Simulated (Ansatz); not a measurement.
Program: Ansatz. Geometries: PBE0-D4/def2-TZVP. ΔE: electronic, gas phase. CCSD(T)/CBS is the MP2 limit (def2-TZVPP, def2-QZVPP) plus CCSD(T) − MP2 in def2-TZVPP, frozen cores. This one scheme is used for every species. Each species was taken in one conformer, which may not be the lowest.

Consider the ligand exchange at a B–C bond: `CB(F)O[SiH3]` + CH₃OH → `COB(F)O[SiH3]` + CH₄.

`CB(F)O[SiH3]`:

Z-matrix (Å, degrees):
```
C
B 1 1.559
H 1 1.089 2 112.7
H 1 1.094 2 110.2 3 -121.7
H 1 1.094 2 110.2 3 121.7
F 2 1.342 1 119.1 3 179.7
O 2 1.351 1 123.2 3 -0.3
Si 7 1.659 2 131.9 1 180.0
H 8 1.483 7 110.2 2 -61.0
H 8 1.484 7 110.2 2 60.6
H 8 1.481 7 106.4 2 179.8
```

CH₃OH:

Cartesian coordinates in Å:
```
C 0.297 0.001 -0.197
O -0.908 -0.505 0.329
H 0.695 -0.757 -0.872
H 1.046 0.191 0.582
H 0.147 0.924 -0.771
H -1.276 0.146 0.929
```

`COB(F)O[SiH3]`:

```xyz
12

C     0.903   -0.869   -1.830
O     0.222   -0.291   -0.734
B     0.766   -0.186    0.500
F     1.997   -0.634    0.750
O     0.067    0.377    1.509
Si   -1.458    1.020    1.527
H     1.897   -1.220   -1.549
H     0.994   -0.123   -2.622
H     0.316   -1.710   -2.205
H    -1.549    2.158    0.579
H    -1.697    1.493    2.910
H    -2.458   -0.015    1.165
```

CH₄:

Z-matrix (Å, degrees):
```
C
H 1 1.090
H 1 1.090 2 109.5
H 1 1.090 2 109.5 3 -120.0
H 1 1.090 2 109.5 3 120.0
```

| species | HF/def2-QZVPP energy (Eh) |
| --- | --- |
| `CB(F)O[SiH3]` | -529.59397 |
| CH₃OH | -115.10098 |
| `COB(F)O[SiH3]` | -604.53066 |
| CH₄ | -40.21664 |

(1) Work out ΔE.

Largest T1 diagnostic among the species: 0.012.

Results:

(1) ΔE = (-604.53066) + (-40.21664) − (-529.59397) − (-115.10098) = -0.05235 Eh = -137.4 kJ/mol. CCSD(T)/CBS gives -125.8 kJ/mol.

At CCSD(T), def2-SVP lies −18.6 kJ/mol from the extrapolated value and def2-TZVPP −2.5 kJ/mol. Leaving LDA and LC-ωPBE aside and taking each functional with its dispersion term where it has one, the values, not all of them listed here, spread over 15.3 kJ/mol, from BHLYP-D4 to revPBE-D4. LDA lies −8.2 kJ/mol from PBE without D4. From BLYP to BHLYP (50 % exact exchange), in def2-TZVPP and without D4, ΔE moves by −7.9 kJ/mol.
